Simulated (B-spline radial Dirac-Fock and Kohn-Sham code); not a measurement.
# Te¹²⁺: scattering cross sections and density moments

System: the Te¹²⁺ ion in the configuration 1s2 2s2 2p6 3s2 3p6 3d10 4s2 4p6 4d4.

Level of theory: relativistic Hartree-Fock (Dirac-Fock) wave functions, averaged over the configuration; a radial finite-basis atomic code.

- Sum of ⟨r⟩: 15.82 bohr
- Sum of ⟨r²⟩: 10.46 bohr²
- Sum of ⟨1/r⟩: 308.19 per bohr
- Langevin diamagnetic susceptibility: -8.29 × 10⁻⁶ cm³/mol
- Lamb shielding (α²/3)Σ⟨1/r⟩: 5471 ppm

Coherent scattering is the Thomson cross section weighted by f₀², without anomalous dispersion; incoherent scattering is Klein-Nishina weighted by S. The Lamb formula is the non-relativistic shielding expression. Electron correlation is left out. A dash stands where the photon energy is too low for the impulse approximation behind that column.

```
hν (keV)  coherent (b)  incoherent (b)  incoherent per electron (b)
       1          1051               –                            –
       2          1014          0.5828                       0.0146
  8.0478         610.2           5.175                        0.129
      10         510.9           6.533                        0.163
      20         248.8           11.26                        0.282
      50         66.78           16.21                        0.405
     200         6.020           15.27                        0.382
    1000        0.2692           8.390                        0.210
```

Incoherent scattering overtakes coherent scattering between 50 and 200 keV.

Values without a named source are computed, but for edge energies of neutral atoms, which are taken from tables.
